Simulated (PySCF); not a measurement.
Species: C5H6OSSi2.
Atom-mapped SMILES: `[O:1]=[CH:2][C:3]#[C:4][C:5]#[C:6][SiH2:7][S:8][SiH3:9]` (hydrogens: H10 on C2; H11, H12 on Si7; H13, H14, H15 on Si9)

Computed with TDDFT CAM-B3LYP/def2-SVPD, vertical, gas phase, core orbitals frozen in the response in PySCF. Isolated species at its GFN2-xTB geometry (one conformer only). Torsions of this conformer, `[O:1]=[CH:2][C:3]#[C:4][C:5]#[C:6][SiH2:7][S:8][SiH3:9]`: C6–Si7–S8–Si9 -62°.

Frontier orbitals with the atoms that hold most of them (Löwdin shares over 4%, at most four atoms; ? is withheld):

```
orbital  ε (eV)                            atoms
 LUMO+2    0.38  S8 18%, Si7 17%, Si9 14%, C2 7%
 LUMO+1   -0.71   C6 22%, C5 19%, C3 19%, C4 14%
   LUMO   -1.92                                ?
   HOMO       ?    S8 66%, Si9 8%, Si7 6%, C6 5%
 HOMO-1   -9.31                                ?
 HOMO-2   -9.38   C6 19%, C3 17%, C5 16%, S8 15%
 HOMO-3   -9.82    O1 68%, C2 16%, H10 9%, C3 6%
```

Give the leading atoms of the LUMO.

O1 (bonded to C) 18%; C2 (bonded to C, O and H) 18%; C4 (bonded to 2 C) 15%; C6 (bonded to C and Si) 14%. By element: carbon 47% or more, oxygen 18%.

Which atoms hold the HOMO-1, and with what shares?

C6 (bonded to C and Si) 26%; C3 (bonded to 2 C) 22%; C5 (bonded to 2 C) 20%; C4 (bonded to 2 C) 18%.

What is the HOMO energy, and the HOMO–LUMO gap?

ε(HOMO) = -8.85 eV; the gap is 6.92 eV (0.2545 hartree).

How does S1 compare with the orbital gap of 6.92 eV?

S1 is at 3.61 eV (f = 0.0002), 3.32 eV below the gap, made of HOMO-1→LUMO (89%). Its leading pair isn't HOMO and LUMO; the energies of that pair differ by 7.39 eV. Without the coupling terms of the response equations the lowest excitation would equal the gap.

Next come S2 at 3.69 eV (f 0.0001), HOMO-3→LUMO (82%); S3 at 4.20 eV (f 0.119), HOMO-2→LUMO (44%), HOMO-1→LUMO+1 (27%), HOMO→LUMO (20%); S4 at 4.67 eV (f 0.0003), HOMO-2→LUMO+1 (67%), HOMO→LUMO+1 (22%); S5 at 4.91 eV (f 0.017), HOMO→LUMO (66%), HOMO-2→LUMO (19%).
